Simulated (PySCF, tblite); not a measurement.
Species: C3H7ClO3S.
Numbering: `[CH3:1][O:2][CH2:3][CH2:4][S:5](=[O:6])(=[O:7])[Cl:8]` (hydrogens: H9, H10, H11 on C1; H12, H13 on C3; H14, H15 on C4)

The geometry is computed with GFN2-xTB (gas phase).

(1) Give the optimised bond lengths and angles.

## Answers

(1) 
```tsv
bond	length (Å)
C1–O2	1.412
O2–C3	1.412
C3–C4	1.509
C4–S5	1.831
S5=O6, S5=O7	1.423
S5–Cl8	2.048
C1–H9, C1–H10, C1–H11	1.092
C3–H12, C3–H13	1.098
C4–H14, C4–H15	1.084
```

Bonds in one row agree within 0.01 Å and their mean is given. A selection of angles:
```tsv
angle	degrees
C1–O2–C3	115.1
O2–C3–C4	102.9
C3–C4–S5	99.4
C4–S5–O6	114.7
C4–S5–O7	111.8
C4–S5–Cl8	97.2
O6–S5–O7	121.1
O6–S5–Cl8	103.8
```

Dihedral angles: C1–O2–C3–C4 -149° (anticlinal); O2–C3–C4–S5 43° (synclinal); C3–C4–S5–O6 -97° (anticlinal). The mirror-image conformer, all signs reversed, is as good.

Of the pairs four or more bonds apart, O2···O7 is among the closest relative to their van der Waals radii: 2.71 Å, 89 % of the sum of Bondi's values. S5 (sulfonyl sulfur) is distorted tetrahedral (angles from 97.2° to 121.1°).

Point group: C1 (no symmetry element, even within 0.4 Å). Its GFN2-xTB frequencies are all real (lowest 82 cm⁻¹). The numbers are those of one conformer. 3 starts were optimised and ended at 0.00, 3.53 and 3.53 kcal/mol (GFN2-xTB); the lowest of these is shown.
